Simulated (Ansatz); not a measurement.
A nudged elastic band was laid between two geometries of AlBH$_{5}$NS (9 atoms, charge 0, multiplicity 1).

Computed with RKS PBE/def2-mTZVP in Ansatz.

| Item | Value |
| --- | --- |
| movable images | 7 |
| climbing image | yes |
| spring | 5.0 eV/Å² |
| optimiser | quadratic models (default) |
| start path | through a guess of the saddle point |
| force threshold | 0.05 eV/Å |
| iteration limit | 60 |
| end points | relaxed |

First end point:

```xyz
9
Properties=species:S:1:pos:R:3
B -1.804 0.874 0.025
S -1.033 0.409 1.574
Al 0.916 -0.471 0.903
N 1.316 -0.621 -0.821
H -2.888 1.381 0.096
H -1.282 0.702 -1.042
H 1.941 -0.970 2.009
H 2.192 -1.017 -1.158
H 0.730 -0.334 -1.603
```

Last end point:

```xyz
9
Properties=species:S:1:pos:R:3
B -1.647 0.609 -0.141
S -1.647 -0.902 0.750
Al 0.254 0.298 1.664
N 1.443 -0.496 -0.125
H -0.768 1.453 0.109
H -2.433 0.913 -0.994
H 2.456 -0.368 -0.027
H 1.266 -1.502 -0.243
H 1.165 -0.052 -1.009
```

Q: What changes between the two ends?

A: Bonds broken: Al3–H7. Bonds formed: N4–H7.

Q: Give the energies along the band, and the barrier.

A: It converged. The highest image is number 3 of 0 to 8, 2.50 eV above the first end and 1.75 eV above the last; the last end lies 0.75 eV above the first. The profile has 2 maxima (images 3, 6) with wells between them (image 4): this band takes more than one step, which may be the mechanism or a detour left from its start path. Neighbouring images differ by up to 1.7 eV, so the band resolves the path poorly. A vibrational analysis at the climbing image gives one clearly imaginary mode, 1283i cm⁻¹: a first-order saddle point. The orbitals stay closed-shell, which can raise the energy where a bond breaks towards radicals; this wasn't checked here.

```json
{"image": "0", "path coordinate (Å)": "0.00", "energy (eV)": "0.00", "Al3–H7 (Å)": "1.59", "N4–H7 (Å)": "2.92"}
{"image": "1", "path coordinate (Å)": "0.76", "energy (eV)": "0.14", "Al3–H7 (Å)": "1.58", "N4–H7 (Å)": "2.74"}
{"image": "2", "path coordinate (Å)": "1.52", "energy (eV)": "1.16", "Al3–H7 (Å)": "1.58", "N4–H7 (Å)": "2.23"}
{"image": "3", "path coordinate (Å)": "2.28", "energy (eV)": "2.50", "Al3–H7 (Å)": "1.74", "N4–H7 (Å)": "1.51"}
{"image": "4", "path coordinate (Å)": "3.94", "energy (eV)": "0.83", "Al3–H7 (Å)": "2.78", "N4–H7 (Å)": "1.03"}
{"image": "5", "path coordinate (Å)": "5.60", "energy (eV)": "0.89", "Al3–H7 (Å)": "2.78", "N4–H7 (Å)": "1.03"}
{"image": "6", "path coordinate (Å)": "7.26", "energy (eV)": "1.12", "Al3–H7 (Å)": "2.81", "N4–H7 (Å)": "1.03"}
{"image": "7", "path coordinate (Å)": "8.91", "energy (eV)": "0.90", "Al3–H7 (Å)": "2.83", "N4–H7 (Å)": "1.03"}
{"image": "8", "path coordinate (Å)": "10.56", "energy (eV)": "0.75", "Al3–H7 (Å)": "2.86", "N4–H7 (Å)": "1.03"}
```

Q: What is the geometry of the highest image?

A: 
```xyz
9
Properties=species:S:1:pos:R:3
B -1.792 0.776 0.014
S -1.193 0.418 1.657
Al 0.531 -1.020 1.175
N 1.331 -0.496 -0.479
H -2.724 1.525 -0.083
H -1.299 0.296 -0.974
H 2.185 -0.688 0.756
H 1.817 -1.215 -1.028
H 1.233 0.358 -1.055
```

The run took 7.4 min on 2 threads of Arm Neoverse V1, on a shared host, peak memory 0.13 GiB.
